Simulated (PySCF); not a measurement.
Dipole response of Re (rhenium, neutral)

[Xe] 4f14 5d5 6s2, high-spin 6S determinant. Computed with PySCF 2.14 in def2-QZVPPD with the def2 core potential (60 electrons), with a scalar-relativistic core potential. Coupled (time-dependent) response in atomic units; α is the mean over directions.

```tsv
method	mean α (bohr³)	C₆ (like pair)	S(−4)
BLYP	61.96	722.7	1468
BP86	63.85	745.6	1685
```

S(−4) is the Cauchy moment in α(ω) = α(0) + S(−4) ω² + …

Reference α: 62 ± 3 bohr³ (recommended; Schwerdtfeger and Nagle, table of static dipole polarizabilities (2023 update)). Published C₆: 663.0 (Gould and Bucko (2016)).

α(iu) at BLYP:

```tsv
u (hartree)	α(iu) (bohr³)
0	61.96
0.0500	58.58
0.100	50.86
0.200	35.30
0.300	25.05
0.500	14.73
0.750	9.209
1.00	6.458
1.50	3.779
2.00	2.506
3.00	1.334
5.00	0.5536
```

Energies and moments cover only the electrons outside the core potential. Spin-orbit coupling, which splits the p, d and f shells strongly at this Z, is absent.
